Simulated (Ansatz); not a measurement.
Job for Ansatz (a program for electronic structure): R-CCSD(T)/def2-SVPD on AsH3 (SMILES [AsH3]) with ghost functions, monomers drawn apart or pushed together. The run froze 14 orbitals, filled d shells among them.

Ansatz 0.2 input:
```yaml
crystal:
  periodic: [false, false, false]
  atoms:
    - {symbol: As, position_ang: [-0.42096397, -0.37700172, 5.33976678]}
    - {symbol: H, position_ang: [-1.78469189, 0.30048435, 5.37764846]}
    - {symbol: H, position_ang: [0.31265584, 0.95661378, 5.39823207]}
    - {symbol: H, position_ang: [-0.38584464, -0.53738228, 6.85800282]}
basis:
  gaussian:
    orbitals: def2-SVPD
    ghost_atoms:
      - {symbol: P, position_ang: [-0.55176334, 0.17664237, 0.27429872]}
      - {symbol: H, position_ang: [0.71621281, -0.45638740, 0.25560218]}
      - {symbol: H, position_ang: [-1.26417286, -1.04837040, 0.24526878]}
      - {symbol: H, position_ang: [-0.59406875, 0.34277546, -1.13506981]}
magnetization: {spin_polarized: false}
correlation: {method: ccsd_t, electrons: outside_noble_gas}
scf: {lower_state_search: off}
```

### Question
Give the final energy of this run.

### Answer
-2235.8163 hartree (reference determinant -2235.6524, T1 diagnostic 0.013).

### Question
How many basis functions does it have, and what does it roughly cost on one machine?

### Answer
110 functions; roughly 5 core-seconds.
